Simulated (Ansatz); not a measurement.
Consider the redistribution: `C[SiH2][SiH2]Cl` + `[CH3][Sc]([CH3])[NH2]` → `N[SiH2][SiH2]Cl` + `[CH3][Sc]([CH3])[CH3]`.

Isolated molecules relaxed with PBE0-D4/def2-TZVP in Ansatz; ΔE leaves out vibrations. CBS: MP2 limit from def2 TZ/QZ plus the TZ coupled-cluster correction, frozen cores. This one scheme is used for every species. DFT in def2-TZVPP. B3LYP here is the variant with VWN-RPA as its local correlation; programs differ in this. HSE06 is defined as in plane-wave codes. For Sc outer-core shells are correlated without core-valence functions, which leaves a few kJ/mol of doubt a bond. Scalar relativity is left out up to krypton. Each species was taken in one conformer, which may not be the lowest.

| level | ΔE (kJ/mol) | difference from CCSD(T)/CBS |
| --- | --- | --- |
| LDA (SPW92) | 90.4 | 4.9 |
| PBE-D4 | 92.0 | 6.5 |
| revPBE-D4 | 91.1 | 5.6 |
| BLYP-D4 | 90.6 | 5.1 |
| r2SCAN-D4 | 88.9 | 3.4 |
| B97M-V | 87.8 | 2.3 |
| PBE0-D4 | 88.5 | 3.0 |
| B3LYP-D4 | 87.9 | 2.4 |
| r2SCANh-D4 | 87.8 | 2.3 |
| r2SCAN0-D4 | 86.5 | 1.0 |
| HSE06-D4 | 88.4 | 2.9 |
| BHLYP-D4 | 85.2 | -0.3 |
| CAM-B3LYP-D4 | 87.2 | 1.7 |
| ωB97X-V | 87.2 | 1.7 |
| B2PLYP | 90.5 | 5.0 |
| PBE-QIDH | 89.3 | 3.8 |
| PBE | 92.1 | 6.6 |
| BLYP | 91.2 | 5.7 |
| r2SCAN | 88.8 | 3.3 |
| PBE0 | 88.5 | 3.0 |
| r2SCAN0 | 86.4 | 0.9 |
| HSE06 | 88.4 | 2.9 |
| BHLYP | 85.4 | -0.1 |
| CAM-B3LYP | 87.2 | 1.7 |
| LC-ωPBE | 86.6 | 1.1 |
| RPA@PBE/def2-TZVPP | 91.5 | 6.0 |
| HF/def2-SVP | 90.1 | 4.6 |
| MP2/def2-SVP | 100.8 | 15.3 |
| CCSD/def2-SVP | 99.2 | 13.7 |
| CCSD(T)/def2-SVP | 101.3 | 15.8 |
| HF/def2-TZVPP | 83.5 | -2.0 |
| MP2/def2-TZVPP | 92.9 | 7.4 |
| SCS-MP2/def2-TZVPP | 91.6 | 6.1 |
| CCSD/def2-TZVPP | 90.3 | 4.8 |
| HF/def2-QZVPP | 82.1 | -3.4 |
| MP2/def2-QZVPP | 88.5 | 3.0 |
| SCS-MP2/def2-QZVPP | 87.5 | 2.0 |
| HF/CBS(def2) | 81.9 | -3.6 |
| MP2/CBS(def2) | 86.1 | 0.6 |
| CCSD/CBS(def2) | 83.5 | -2.0 |
| CCSD(T)/CBS | 85.5 | 0 |

Largest T1 diagnostic among the species: 0.013.

At CCSD(T), def2-SVP lies +15.8 kJ/mol from the extrapolated value and def2-TZVPP +6.8 kJ/mol. In def2-TZVPP, CCSD(T) changes the Hartree–Fock value by +8.8 kJ/mol (the triples alone add +2.1 kJ/mol) and MP2 by +9.3 kJ/mol. Leaving LDA and LC-ωPBE aside and taking each functional with its dispersion term where it has one, the values spread over 6.8 kJ/mol, from BHLYP-D4 to PBE-D4.
